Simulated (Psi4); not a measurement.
Pair of molecules, SMILES Cl with SMILES C=C (the first has 2 atoms); geometry from B3LYP-D3(BJ)/def2-TZVP, rigid monomers moved along the line of their centres of mass till H2···C3 is 4.29 Å.
(charge 0, multiplicity 1):
```xyz
8

Cl     0.309    -0.481     0.004
H      0.193    -0.288     1.277
C     -0.767     0.649     5.357
C      0.389     0.029     5.558
H     -1.708     0.112     5.351
H     -0.819     1.719     5.194
H      1.329     0.568     5.567
H      0.440    -1.040     5.724
```

Computed with SAPT0/jun-cc-pV(D+d)Z (Psi4).

Problem. Which attractive term is largest, and how does the interaction split up?

Solution. electrostatics -2.2, exchange 0.1, induction -0.2, dispersion -0.5, total -2.7 kJ/mol; the largest attraction is electrostatics.
